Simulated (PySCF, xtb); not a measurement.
W(NH)2(Br)(SH) (BrH₃N₂SW), SMILES [Br][W]([SH])(=[NH])=[NH], multiplicity 1.

xtb with GFN2-xTB at its own geometry gives an orbital gap of 2.09 eV and a dipole moment of 2.83 D.

Coordinates come from a r2SCAN-D4/def2-SVP optimisation. The spin state was assumed, not searched. The def2 effective core potentials stand for the cores of W; spin–orbit coupling is left out. One conformer was computed; it need not be the lowest.

Problem. What does PySCF with HF/def2-TZVP give? (The exact figures need the calculation; the answer reports its results.)

Solution. gap 11.30 eV (levels -10.28 and 1.02 eV), dipole 2.52 D.
